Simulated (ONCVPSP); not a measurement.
## Before and after: ONCV potential for gallium (Ga)

Ga, optimised norm-conserving Vanderbilt (ONCV), made with ONCVPSP 4.0.1 (PBE, fully relativistic). Core [Ne], reference 3s2 3p6 3d10 4s1.75 4p1.25. Waves: 3s+4s: rc 1.15 bohr, ncon 4, nbas 8, qcut 10.4 1/bohr, 2 projectors; 3p+4p: rc 1.40 bohr, ncon 4, nbas 7, qcut 7.6 1/bohr, 2 projectors; 3d: rc 1.45 bohr, ncon 3, nbas 7, qcut 10.4 1/bohr, 2 projectors, debl 1.9 Ha; f scattering state at 0.43 Ha: rc 1.15 bohr, ncon 4, nbas 7, qcut 9.1 1/bohr, local. Local part: the f channel. Core correction: Teter function, fcfact 5.75, rcfact 1.35.

Open shells are filled in proportion to 2j + 1.

Change: s: qcut 14.9; p: qcut 10.9; d: qcut 14.9; f: qcut 13.

Cutoffs: the cutoffs (Ha) at which the residual kinetic energy of the hardest occupied pseudo-wave falls to 1 and 0.1 mHa per electron; they do not see the model core or the augmentation charge, which bear on the density cutoff. Errors are all-electron minus pseudo energies relative to the spin-unpolarised reference configuration.

**Question.** Predict the effect on cutoff, ghosts and configuration errors.

**Answer.** The potential gets neither clearly harder nor softer (57 Ha and 79 Ha → 64 Ha and 74 Ha); the d channel sets the loose cutoff, while the largest relative change is in s, which becomes harder; of the 4 tests that both files solve, the error grows in 1 and shrinks in 1 by more than 15 % and 0.3 meV (median size 0.2 → 0.1 meV); the range in which the p3/2 phases agree widens (upper end 3.2 → at the end of the scan); neither file shows a bound ghost.

| quantity | base | changed |
| --- | --- | --- |
| cutoff, loose | 57 Ha | 64 Ha |
| cutoff, tight | 79 Ha | 74 Ha |
| loose cutoff by channel | s 36 Ha, p 57 Ha, d 45 Ha | s 62 Ha, p 43 Ha, d 64 Ha |
| bound ghosts | none | none |
| GHOST(+) flags under 300 eV | none | none |
| error for 3s2 3p6 3d10 4s2 4p1, meV [ΔE -1.60 eV] | -0.1 | 0.0 |
| error for 3s2 3p6 3d10 4s2 4p0, meV [ΔE 4.09 eV] | 0.0 | +0.1 |
| error for 3s2 3p6 3d10 4s1 4p0, meV [ΔE 25.22 eV] | +0.3 | +1.7 |
| error for 3s2 3p6 3d10 4s1 4p2, meV [ΔE 4.93 eV] | -0.5 | +0.1 |
| s: phases at 1.17 bohr within 0.05 rad from the reference energy up to (Ha; the scan ends near 5) | to the end of the scan | to the end of the scan |
| p3/2: phases at 1.42 bohr within 0.05 rad from the reference energy up to (Ha; the scan ends near 5) | 3.2 | to the end of the scan |
| p1/2: phases at 1.42 bohr within 0.05 rad from the reference energy up to (Ha; the scan ends near 5) | 4.8 | to the end of the scan |
| d5/2: phases at 1.47 bohr within 0.05 rad from the reference energy up to (Ha; the scan ends near 5) | to the end of the scan | to the end of the scan |
| d3/2: phases at 1.47 bohr within 0.05 rad from the reference energy up to (Ha; the scan ends near 5) | to the end of the scan | to the end of the scan |
| f7/2: phases at 1.17 bohr within 0.05 rad from the reference energy up to (Ha; the scan ends near 5) | to the end of the scan | to the end of the scan |
| f5/2: phases at 1.17 bohr within 0.05 rad from the reference energy up to (Ha; the scan ends near 5) | to the end of the scan | to the end of the scan |
| rms error of d²Exc/dni dnj with the model core, mHa | 4.85 | 5.28 |
